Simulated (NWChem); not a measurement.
System: GeHCl₂F; SMILES [F][GeH]([Cl])[Cl]

Here is an NWChem input.

```
start job
memory heap 200 mb stack 900 mb global 1100 mb
geometry units angstroms noautosym nocenter noautoz
  Ge     0.351261     0.324280     0.000000
  F      1.775537    -0.648247     0.000000
  Cl    -0.758821    -0.202858     1.738528
  Cl    -0.758821    -0.202858    -1.738528
  H      0.755434     1.793979     0.000000
end
basis spherical
  * library aug-cc-pvdz
end
dft
  xc xpbe96 cpbe96
  iterations 150
end
property
  response 1 0.0
end
task dft property
```

All runs use the structure optimised with PBE0/def2-SVP.

Static field.

**Question.** Give the results of this calculation. (PBE/aug-cc-pVDZ.) Quantities: isotropic polarisability (bohr³); anisotropy (bohr³).

**Answer.** 
```json
{
  "isotropic polarisability (bohr³)": "58.5",
  "anisotropy (bohr³)": "17.9"
}
```
